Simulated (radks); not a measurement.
Neutral gallium inside a hard spherical wall (all orbitals vanish at R), configuration held at [Ar] 3d10 4s2 4p1 and not refilled when levels cross. All-electron calculation, scalar-relativistic Kohn-Sham, PBE, spin-polarised, spherical densities, finite nucleus; open shells are filled with parallel spins first; Fermi nuclear charge, rms radius 3.9973 fm. Program: a radial shooting solver on a logarithmic mesh with Libxc functionals. Eigenvalues in eV for spin up, with the zero of energy where the potential of the charges vanishes at infinity; a dash marks a level that is unbound or too diffuse for the functional's potential to be trusted. A positive occupied level is held by the wall or, in an anion where self-interaction has pushed it up, behind a barrier. The pressure on the wall is -dE/dV.

R (bohr)  E (hartree)  kinetic (hartree)    e(3p)    e(3d)   e(4s)   e(4p)  e(5s, empty)  e(5p, empty)  pressure (GPa)
free      -1943.93399           1976.962  -98.791  -19.108  -9.218  -2.870             -             -               0
20        -1943.93399           1976.962  -98.791  -19.108  -9.218  -2.870        -0.494         0.244        < 0.0001
12        -1943.93385           1976.963  -98.770  -19.087  -9.201  -2.853        -0.086         1.316         0.00201
6         -1943.90103           1977.130  -97.526  -17.863  -8.287  -1.509         7.591        12.641            2.22
4         -1943.60968           1978.284  -93.249  -13.717  -4.074   4.648        31.719        41.163            60.5
2.5       -1941.00544           1986.846  -77.400    1.857  21.708  36.950        134.27        150.85            1920
2         -1936.31344           2001.460  -60.180   19.973  60.725  81.358        255.74        274.50            9390
